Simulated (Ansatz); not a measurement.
C2H7GeN can be A, `C/N=[CH]\[GeH3]`, or B, `C1[CH2][GeH2][NH]1`.

Isolated molecules relaxed with PBE0-D4/def2-TZVP in Ansatz; ΔE leaves out vibrations. CBS: MP2 limit from def2 TZ/QZ plus the TZ coupled-cluster correction, frozen cores. DFT in def2-TZVPP. B3LYP here is the variant with VWN-RPA as its local correlation; programs differ in this. For Ge outer-core shells are correlated without core-valence functions, which leaves a few kJ/mol of doubt a bond. Scalar relativity is left out up to krypton.

A:

```xyz
11

C     0.268   -0.579   -1.557
N     1.306   -0.284   -0.611
C     1.018    0.148    0.537
Ge   -0.774    0.514    1.311
H     0.342   -1.630   -1.847
H     0.437    0.010   -2.463
H    -0.752   -0.384   -1.194
H     1.863    0.349    1.203
H    -1.644   -0.754    1.352
H    -1.523    1.600    0.521
H    -0.541    1.009    2.747
```

B:

```xyz
11

C     0.8509   -0.0487   -0.7088
C     0.4943   -0.8012    0.5935
Ge   -1.1371    0.2988    0.6480
N    -0.4580    0.5281   -1.0615
H     1.6183    0.7101   -0.5056
H     1.2388   -0.7045   -1.4975
H     1.2151   -0.7011    1.4022
H     0.2782   -1.8568    0.4303
H    -1.1138    1.5304    1.5870
H    -2.5379   -0.3401    0.7063
H    -0.4488    1.3851   -1.5937
```

Q: Which is lower in electronic energy at CCSD(T)/CBS, and by how much? (Estimate.)

A: The calculation gave: B, by 13.7 kcal/mol.

Q: Give E(B) − E(A) in kcal/mol with r2SCAN-D4, MP2/def2-TZVPP, B2PLYP, HF/def2-TZVPP, PBE0-D4, B3LYP-D4, CCSD(T)/def2-TZVPP. (Estimate.)

A: Ansatz gave: r2SCAN-D4 -11.6, MP2/def2-TZVPP -15.9, B2PLYP -10.8, HF/def2-TZVPP -9.5, PBE0-D4 -14.4, B3LYP-D4 -8.8, CCSD(T)/def2-TZVPP -12.4. None reverses the order clearly.

Largest T1 diagnostic: 0.012.

From PBE to PBE0 (25 % exact exchange), in def2-TZVPP and without D4, E(B) − E(A) moves by −3.4 kcal/mol. In def2-TZVPP, CCSD(T) changes the Hartree–Fock value by −3.0 kcal/mol (the triples alone add +0.5 kcal/mol) and MP2 by −6.5 kcal/mol.
